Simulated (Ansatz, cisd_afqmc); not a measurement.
Species: GeO, charge 0, singlet. GeO (oxogermanium, SMILES [O]=[Ge]).
B3LYP-D3(BJ)/def2-TZVP minimum from Ansatz (an electronic-structure program):
```
Ge
O 1 1.6325
```

Total energies in cc-pVDZ, 10 correlated electrons, 15 frozen orbitals. UHF or UKS for unpaired electrons; spin-orbit terms are left out. Cores are frozen in correlated methods (noble-gas shells, and filled d and f shells in the p block). No relativity. AFQMC/CISD: phaseless, guided by CISD from CCSD amplitudes; bars are statistical, one sigma. Outlying blocks are dropped, and bars are widened where a walk drifts. Over all cases where full CI ran beside it in this data, AFQMC minus full CI had a median of +0.1 mEh and passed +0.4 mEh in a tenth of the cases. The T1 diagnostic of GeO ([O]=[Ge], singlet) reaches 0.038 in the sets run.

```json
[
 {"method": "HF", "program": "Ansatz", "energy (Eh)": "-2150.18309", "minus CCSDTQ (mEh)": "297.35"},
 {"method": "MP2", "program": "Ansatz", "energy (Eh)": "-2150.46612", "minus CCSDTQ (mEh)": "14.33"},
 {"method": "CCSD", "program": "Ansatz", "energy (Eh)": "-2150.46419", "minus CCSDTQ (mEh)": "16.25"},
 {"method": "CCSD(T)", "program": "Ansatz", "energy (Eh)": "-2150.47822", "minus CCSDTQ (mEh)": "2.22"},
 {"method": "CCSDT(Q)", "program": "Ansatz", "energy (Eh)": "-2150.48102", "minus CCSDTQ (mEh)": "-0.58"},
 {"method": "CCSDTQ", "program": "Ansatz", "energy (Eh)": "-2150.48044", "minus CCSDTQ (mEh)": "0.00"},
 {"method": "AFQMC/CISD", "program": "cisd_afqmc", "energy (Eh)": "-2150.4806 ± 0.0004", "minus CCSDTQ (mEh)": "-0.1 ± 0.4"}
]
```

Rough core times of Ansatz's runs on a shared machine: CCSD(T) under 20 s, CCSDT(Q) under 20 s, CCSDTQ 2 min.
